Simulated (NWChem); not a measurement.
System: C₅H₅, doublet; SMILES [C]1=CCC=C1

Here is an NWChem input.

```
start job
memory heap 200 mb stack 900 mb global 1100 mb
geometry units angstroms noautosym nocenter noautoz
  C      1.257642     0.111377     0.000000
  C      0.459574     1.183059     0.000000
  C     -0.963383     0.644028     0.000000
  C     -0.782553    -0.857195     0.000000
  C      0.534930    -1.157315     0.000000
  H      0.718241     2.234153     0.000000
  H     -1.526200     0.985784     0.881729
  H     -1.526200     0.985784    -0.881729
  H     -1.608394    -1.560806     0.000000
  H      0.987014    -2.141804     0.000000
end
basis spherical
  * library def2-svp
end
dft
  odft
  mult 2
  xc pbe0
  iterations 150
end
cosmo
  do_cosmo_smd true
  solvent hexane
end
task dft energy
```

In the optimisation the excess spin sits in a' (Cs, its own frame). Structure relaxed at the B3LYP/6-31G* (spherical d), spin-unrestricted level. No stability test was run on the SCF state. Solvent: n-hexane.

Level: PBE0/def2-SVP with SMD (1 M gas to 1 M solution), gas-phase geometry. Reactions with the solvent are ignored.

Q: Give the results of this calculation. (PBE0/def2-SVP, spin-unrestricted, SMD on the gas-phase geometry.) Quantities: solvation free energy (kcal/mol); cavity-dispersion-structure term (kcal/mol); dipole in solution (D).

A: 
| Item | Result |
|---|---|
| solvation free energy (kcal/mol) | -4.5 |
| cavity-dispersion-structure term (kcal/mol) | -3.1 |
| dipole in solution (D) | 1.67 |
